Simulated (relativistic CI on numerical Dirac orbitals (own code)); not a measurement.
**V4+ in a cubic cluster: 2p photoemission with charge transfer**

Computed with a charge-transfer multiplet model of a cubic metal-ligand cluster with up to 2 ligand holes, Slater and spin-orbit integrals from Dirac-Coulomb-Breit ions, Slater integrals scaled by 0.7. The ground state mixes d1 with configurations of k ligand holes L, whose averages lie at kΔ + k(k − 1)U_dd/2; a core hole lowers each added d electron by U_cd. 20 K, Lorentzian 0.6 eV and Gaussian 0.8 eV FWHM.

Atomic integrals in eV (Slater integrals scaled, ζ unscaled), ground: F2dd 7.050, F4dd 4.418, zeta_d 0.029; with the core hole: F2dd 7.050, F4dd 4.418, zeta_d 0.047, zeta_core 4.606, F2cd 5.240, G1cd 4.036, G3cd 2.295. Where a configuration has fewer than two d electrons, the dd integrals are those of d2.

Cluster parameters (eV): Δ = 0.5, U_dd = 4.9, U_cd = 6.1, 10Dq(ligand) = 0.8, V(eg) = 2.95, V(t2g) = -1.26, final-state hopping factor = 1.

| Case | n_d | d1 | d2L | d3L2 | S |
| --- | --- | --- | --- | --- | --- |
| 10Dq = 0.15 eV | 1.92 | 0.26 | 0.55 | 0.19 | 0.50 |
| 10Dq = 0.45 eV | 1.91 | 0.27 | 0.55 | 0.18 | 0.50 |
| 10Dq = 1.35 eV | 1.89 | 0.28 | 0.54 | 0.17 | 0.50 |

Weights, n_d and S are thermal averages at 20 K. Binding energies count from the first peak over 30 % of the highest in each spectrum, which can be another peak from case to case. The parameters are a model scan and need not match a compound or its usual spin state. Peaks in eV (height, largest 100):
- 10Dq = 0.15 eV: 0.0 (100), 2.7 (11), 7.8 (37), 13.3 (9)
- 10Dq = 0.45 eV: 0.0 (100), 2.9 (10), 7.8 (37), 13.3 (9)
- 10Dq = 1.35 eV: 0.0 (100), 3.5 (9), 7.7 (37), 10.3 (7), 13.2 (10)

Curve for 10Dq = 0.15 eV (points under 2 left out, the grid thinned):

| E (eV) | Intensity |
| --- | --- |
| -3.4 | 2.0 |
| -2.9 | 2.8 |
| -2.4 | 4.3 |
| -1.9 | 7.8 |
| -1.5 | 15.4 |
| -1.0 | 40.7 |
| -0.5 | 79.5 |
| 0.0 | 100.0 |
| 0.5 | 78.0 |
| 1.0 | 39.8 |
| 1.4 | 21.3 |
| 1.9 | 11.2 |
| 2.4 | 10.1 |
| 2.9 | 10.2 |
| 3.4 | 8.0 |
| 3.9 | 7.3 |
| 4.3 | 7.7 |
| 4.8 | 8.5 |
| 5.3 | 9.9 |
| 5.8 | 13.4 |
| 6.3 | 19.0 |
| 6.8 | 23.8 |
| 7.2 | 29.0 |
| 7.7 | 36.9 |
| 8.2 | 32.3 |
| 8.7 | 19.8 |
| 9.2 | 11.8 |
| 9.7 | 9.7 |
| 10.2 | 7.4 |
| 10.6 | 5.7 |
| 11.1 | 4.8 |
| 11.6 | 4.9 |
| 12.1 | 5.7 |
| 12.6 | 7.3 |
| 13.1 | 9.0 |
| 13.5 | 8.9 |
| 14.0 | 6.8 |
| 14.5 | 4.4 |
| 15.0 | 3.0 |
| 15.5 | 2.5 |
| 16.0 | 2.1 |
| 20.1 | 2.8 |
| 20.6 | 4.4 |
| 21.1 | 3.7 |
| 21.6 | 2.1 |

For the case 10Dq = 0.45 eV, Δ = 0.5 eV is smaller than U_dd = 4.9 eV, the charge-transfer side of the Zaanen-Sawatzky-Allen scheme. With the core hole the average of the configuration with one ligand hole lies at Δ − U_cd = -5.6 eV before mixing: the effective hopping of about 6.0 eV (from the holes of the mixed ground state) is comparable with this gap or larger, so the configurations mix strongly.

With at most 2 ligand holes the space is cut while the next configuration still counts, so covalency is underestimated, and a final configuration with one more ligand hole, which can lie low, is missing from the spectra.
